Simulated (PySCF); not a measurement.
A side-by-side comparison of computed properties.

First species: C₆H₁₀OSi₂.
SMILES: `[SiH3]/C=C/[SiH2]c1ccco1`

Second species: C₆H₁₀OSi₂.
Structure used (PBE0-D3(BJ)/def2-SVP), in Å, numbered top down from 1:
```xyz
19
C6H10OSi2 angstrom
C     -3.8822   -1.5972   -0.3384
C     -2.7138   -1.4120   -0.0712
C     -1.3136   -1.1411    0.2087
C     -1.1109   -0.1913    1.3761
C     -0.8221    1.0926    1.1129
C     -0.7096    1.5375   -0.3220
Si    -0.4961   -0.1226   -1.1886
O      1.1167   -0.5170   -1.2942
Si     2.4361   -0.6221   -0.2895
H     -4.9164   -1.7740   -0.5668
H     -0.7763   -2.0933    0.3670
H     -1.2295   -0.5606    2.3993
H     -0.6824    1.8121    1.9269
H     -1.6227    2.0669   -0.6486
H      0.1332    2.2282   -0.4873
H     -1.0944   -0.2929   -2.5368
H      2.1718   -1.5938    0.8154
H      2.7488    0.7141    0.3031
H      3.5975   -1.0910   -1.0957
```

Levels: PBE0/def2-SVPD for HOMO energy, LUMO energy, HOMO–LUMO gap and static isotropic polarisability; TDDFT PBE0/def2-SVPD for lowest singlet excitation; TDA PBE0/def2-SVPD for lowest triplet excitation (Tamm–Dancoff); ΔSCF PBE0/def2-SVPD for vertical ionisation energy. Geometries: PBE0-D3(BJ)/def2-SVP. All species are isolated and taken at one optimised geometry, non-relativistic unless stated; the electronic structure was computed with PySCF and density fitting.

The conformers computed, where there is a choice (atom-mapped SMILES and torsion angles):
- `[SiH3:1]/[CH:2]=[CH:3]/[SiH2:4][c:5]1[cH:6][cH:7][cH:8][o:9]1`: C2–C3–Si4–C5 115°, C3–Si4–C5–C6 -14°

The conformers of `C#C[C@@H]1C=CC[Si@H]1O[SiH3]` aren't listed.

Values for the first species:

```
HOMO energy                              : -6.78 eV
LUMO energy                              : -1.06 eV
HOMO–LUMO gap                            : 5.72 eV
Lowest singlet excitation                : 4.84 eV
Lowest triplet excitation (Tamm–Dancoff) : 3.83 eV
Static isotropic polarisability          : 131.3 au
Vertical ionisation energy               : 8.59 eV
```

**Question.** Estimate the same properties for the second species, and the change in each.

**Answer.** 
```
                                property     first    second  second less first
                             HOMO energy  -6.78 eV  -7.19 eV           -0.41 eV
                             LUMO energy  -1.06 eV  -0.12 eV           +0.94 eV
                           HOMO–LUMO gap   5.72 eV   7.07 eV           +1.35 eV
               lowest singlet excitation   4.84 eV   5.81 eV           +0.97 eV
lowest triplet excitation (Tamm–Dancoff)   3.83 eV   4.23 eV           +0.40 eV
         static isotropic polarisability  131.3 au  119.1 au           -12.2 au
              vertical ionisation energy   8.59 eV   8.94 eV           +0.35 eV
```

On the first: The polarisability is 19.46 Å³ as a volume (1 au = 0.148185 Å³), or 1.60 au for each of the 82 electrons. The ΔSCF ionisation energy exceeds −ε(HOMO) by 1.81 eV with PBE0.

On the second: No computed singlet falls in the visible range (750 to 380 nm, 1.65 to 3.26 eV); S1 lies 2.55 eV above its blue end. The polarisability is 17.65 Å³ as a volume (1 au = 0.148185 Å³), or 1.45 au for each of the 82 electrons.
